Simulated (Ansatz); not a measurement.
**Ligand exchange: C4H8 + GaH2Cl → C3H5Cl + GaH2(CH3)**

Species: C4H8 (trans-2-butene) `C/C=C/C`, singlet; GaH2Cl `[Cl][GaH2]`, singlet; C3H5Cl `C/C=C/Cl`, singlet; GaH2(CH3), singlet. The partners trade CH3 for Cl: C–CH3 and Ga–Cl bonds give way to C–Cl and Ga–CH3.

Shapes, held fixed at every level: PBE0-D4/def2-TZVP. Programs: Ansatz 0.2.0. Electronic energies: no zero-point or thermal term.

```json
{"level": "SPW92/def2-TZVPP", "kind": "LDA", "ΔE (kJ/mol)": "+154.0", "less CCSD(T)/def2-TZVPP": "-9.3", "CPU time (sum over the molecules)": "12 s"}
{"level": "PBE-D4/def2-TZVPP", "kind": "GGA", "ΔE (kJ/mol)": "+154.5", "less CCSD(T)/def2-TZVPP": "-8.8", "CPU time (sum over the molecules)": "20 s"}
{"level": "r2SCAN-D4/def2-TZVPP", "kind": "meta-GGA", "ΔE (kJ/mol)": "+163.5", "less CCSD(T)/def2-TZVPP": "+0.2", "CPU time (sum over the molecules)": "35 s"}
{"level": "BHLYP-D4/def2-TZVPP", "kind": "global hybrid", "ΔE (kJ/mol)": "+174.1", "less CCSD(T)/def2-TZVPP": "+10.8", "CPU time (sum over the molecules)": "22 s"}
{"level": "r2SCAN0-D4/def2-TZVPP", "kind": "global hybrid", "ΔE (kJ/mol)": "+168.5", "less CCSD(T)/def2-TZVPP": "+5.2", "CPU time (sum over the molecules)": "36 s"}
{"level": "MP2/def2-SVP", "kind": "perturbation theory", "ΔE (kJ/mol)": "+180.5", "less CCSD(T)/def2-TZVPP": "+17.2", "CPU time (sum over the molecules)": "–"}
{"level": "CCSD/def2-SVP", "kind": "coupled cluster or CI", "ΔE (kJ/mol)": "+183.1", "less CCSD(T)/def2-TZVPP": "+19.8", "CPU time (sum over the molecules)": "–"}
{"level": "CCSD(T)/def2-TZVPP", "kind": "coupled cluster or CI", "ΔE (kJ/mol)": "+163.3", "less CCSD(T)/def2-TZVPP": "0.0", "CPU time (sum over the molecules)": "7.4 min"}
```

The highest level, CCSD(T)/def2-TZVPP, gives ΔE = +163.3 kJ/mol; the levels span +154.0 to +183.1. The column of differences is taken from that level and isn't an error. No measured value is set beside it here. Relativity is left out for Ga unless named. Correlated rows may include outer-core shells of Ga, which these sets cover unevenly. Times are processor times on shared x86 and Arm servers, and rough.
